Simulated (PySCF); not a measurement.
# How methods differ on the ionisation energy of Tl

Tl [Xe] 4f14 5d10 6s2 6p1 (2P) → Tl⁺ [Xe] 4f14 5d10 6s2 (1S), as a difference of total energies. Calculation: PySCF 2.14, in aug-cc-pwCVDZ-PP with ECP60MDF (6s5p4d1f, 48 functions); scalar relativity through the core potential. Correlated levels: valence: 5s2 5p6 5d10 frozen. The calculations carry no spin-orbit coupling.

```
           method  ionisation energy (eV)
              UHF                   5.001
    MP2 (valence)                   5.137
   CCSD (valence)                   5.185
CCSD(T) (valence)                   5.195
```

Problem. Estimate what SCS-MP2 (valence) gives.

Solution. 5.115 eV, closest to MP2 (valence) among the rows shown.

Problem. Estimate what CCSDT (valence) gives.

Solution. 5.199 eV, closest to CCSD(T) (valence) among the rows shown.

Errors of the correlated levels include the incompleteness of this basis and the frozen core.

For comparison: 5.464 eV (measured; NIST levels, between the centres of gravity of the two terms).
